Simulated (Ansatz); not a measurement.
Start from `CC1=CC(C)=[O+][Al-]([CH3])([F])[O]1` and change one atom or group to get `CC1=CC(C)=[O+][Zn-]([Cl])[O]1`.

Ansatz, PBE0-D4/def2-TZVP geometries, multiplicity 1. 

Scalar relativity is left out up to krypton.

| property | `CC1=CC(C)=[O+][Al-]([CH3])([F])[O]1` |
| --- | --- |
| HOMO–LUMO gap (B3LYP/def2-TZVPP) / eV | 5.03 |
| LUMO energy (PBE/def2-TZVPP) / eV | -2.94 |
| LUMO energy (B3LYP/def2-TZVPP) / eV | -2.29 |
| HOMO energy (PBE0/def2-TZVPP) / eV | -7.51 |
| HOMO energy (B3LYP/def2-TZVPP) / eV | -7.32 |
| HOMO energy (PBE/def2-TZVPP) / eV | -6.35 |

Give the same properties after the change, and the shifts. (An estimate is asked.)

The calculation gave: 
```tsv
property	`CC1=CC(C)=[O+][Zn-]([Cl])[O]1`	shift
HOMO–LUMO gap (B3LYP/def2-TZVPP) / eV	5.15	0.12
LUMO energy (PBE/def2-TZVPP) / eV	-2.73	0.21
LUMO energy (B3LYP/def2-TZVPP) / eV	-2.05	0.24
HOMO energy (PBE0/def2-TZVPP) / eV	-7.39	0.12
HOMO energy (B3LYP/def2-TZVPP) / eV	-7.19	0.13
HOMO energy (PBE/def2-TZVPP) / eV	-6.31	0.04
```

With PBE0 the HOMO rises by 0.12 eV and the LUMO rises by 0.23 eV, so the gap widens by about 0.11 eV. PBE moves the HOMO by 0.04 eV and ωB97M-V by 0.16 eV.

Positive LUMOs are unbound, so they and the gaps depend on the basis.

B3LYP here is the variant with VWN-RPA as its local correlation; programs differ in this.
